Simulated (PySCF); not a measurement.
C₂H₄BFO₂, SMILES COB(F)C=O.

Coordinates come from a ωB97X-D3(BJ)/def2-SVP optimisation. The structure was generated by enumeration, and PubChem lists no compound with its InChIKey, so it may never have been made. Other conformers were not sampled.

Computed with PBE/def2-TZVP (PySCF).

Symmetry labels are those of the subgroup Cs that the program uses (full group Cs).

**Question.** List the valence orbital energies around the gap with their symmetry. (An estimate is asked for; the answer gives what the named calculation found.)

**Answer.** 
```tsv
orbital	symmetry	energy (eV)
HOMO−7	A'	-11.19
HOMO−6	A"	-10.87
HOMO−5	A'	-10.58
HOMO−4	A"	-10.10
HOMO−3	A'	-9.71
HOMO−2	A'	-8.47
HOMO−1	A"	-8.00
HOMO	A'	-5.78
LUMO	A"	-3.39
LUMO+1	A'	0.22
LUMO+2	A"	0.76
LUMO+3	A'	0.87
```
